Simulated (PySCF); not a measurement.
**Dipole response of S⁻ (sulfur, charge -1)**

[Ne] 3s2 3p5, 2P determinant. Computed with PySCF 2.14 in aug-cc-pCVTZ-DK with one added diffuse shell each of s, p, d, f type (9s8p6d4f, 91 functions), with the spin-free X2C one-electron Hamiltonian (Gaussian nucleus). Coupled (time-dependent) response in atomic units; α is the mean over directions.

| method | mean α (bohr³) | α xx, yy, zz | C₆ (like pair) | S(−4) |
| --- | --- | --- | --- | --- |
| UHF | 50.95 | 39.47, 56.68, 56.68 | 493.1 | 1365 |

S(−4) is the Cauchy moment in α(ω) = α(0) + S(−4) ω² + …

α(iu) at UHF:

| u (hartree) | α(iu) (bohr³) |
| --- | --- |
| 0 | 50.95 |
| 0.0500 | 47.91 |
| 0.100 | 41.56 |
| 0.200 | 29.71 |
| 0.300 | 21.68 |
| 0.500 | 12.71 |
| 0.750 | 7.446 |
| 1.00 | 4.832 |
| 1.50 | 2.485 |
| 2.00 | 1.513 |
| 3.00 | 0.7441 |
| 5.00 | 0.3102 |

For an ion, C₆ is the dispersion term alone; charge-induced terms of lower order in 1/R come first.

The components differ because the open shell of this determinant is not spherical; for a pure term their mean is the scalar polarisability.
